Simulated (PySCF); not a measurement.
Species: CH3NOSi.
SMILES: `N#C[SiH2]O`

Torsions of this conformer, `[N:1]#[C:2][SiH2:3][OH:4]`: H–O4–Si3–C2 58°.

The closed-shell ground state was solved at several levels (PySCF, density fitting, gas phase, non-relativistic). The structure is a single PBE0-D3(BJ)/def2-SVP conformer in the gas phase; no vibrational or solvent corrections.

| level | basis functions | HOMO (eV) | LUMO (eV) | gap (eV) | dipole (D) |
| --- | --- | --- | --- | --- | --- |
| PBE0/IGLO-III | 179 | -9.63 | -1.22 | 8.41 | 3.17 |
| wB97X-D/pcSseg-2 | 193 | -11.56 | 0.53 | 12.09 | 3.12 |
| PBE/def2-SVPD | 111 | -8.14 | -2.16 | 5.98 | 3.06 |
| PBE0/cc-pVTZ | 166 | -9.56 | -1.10 | 8.46 | 3.11 |
| LDA/def2-SVPD | 111 | -8.26 | -2.41 | 5.85 | 3.15 |
| HF/pcSseg-2 | 193 | -12.88 | 1.83 | 14.71 | 3.26 |
| HF/def2-SVPD | 111 | -12.92 | 1.73 | 14.65 | 3.25 |
| PBE0/def2-TZVP | 148 | -9.61 | -1.21 | 8.40 | 3.13 |
| wB97X-D/def2-SVPD | 111 | -11.58 | 0.55 | 12.13 | 3.14 |
| BHandHLYP/def2-SVPD | 111 | -10.97 | -0.34 | 10.63 | 3.18 |
| LC-wPBE/def2-SVPD | 111 | -12.48 | 0.95 | 13.43 | 3.15 |
| PBE0/6-311+G(2d,p) | 134 | -9.65 | -1.35 | 8.30 | 3.14 |

Estimate the row for PBE0/def2-TZVPD, a basis of 184 functions; the other rows only guide the guess.

HOMO -9.64 eV, LUMO -1.32 eV, gap 8.32 eV, dipole 3.13 D.

Over all these levels, which gives the widest orbital gap and which the narrowest?

HF/pcSseg-2 (Hartree–Fock, all exact exchange) has the widest, 14.71 eV, and LDA/def2-SVPD (LDA) the narrowest, 5.85 eV. Functional and basis both differ between the two, so the spread mixes both effects.

How much does the basis alone move the frontier levels among the 5 PBE0 rows (the withheld one included)?

The HOMO by 0.09 eV and the LUMO by 0.25 eV. By rising basis size (HOMO, LUMO in eV): 6-311+G(2d,p) -9.65, -1.35; def2-TZVP -9.61, -1.21; cc-pVTZ -9.56, -1.10; IGLO-III -9.63, -1.22; def2-TZVPD -9.64, -1.32.

In the def2-SVPD basis, how does the gap go with the fixed share of exact exchange?

LDA (0 %) 5.85 eV; PBE (0 %) 5.98 eV; BHandHLYP (50 %) 10.63 eV; HF (100 %) 14.65 eV. Each rise in the share widens the gap here.

How far do the dipole and the HOMO energy spread over the levels?

The dipole runs from 3.06 to 3.26 D (mean 3.15 D) and the HOMO from -12.92 to -8.14 eV.
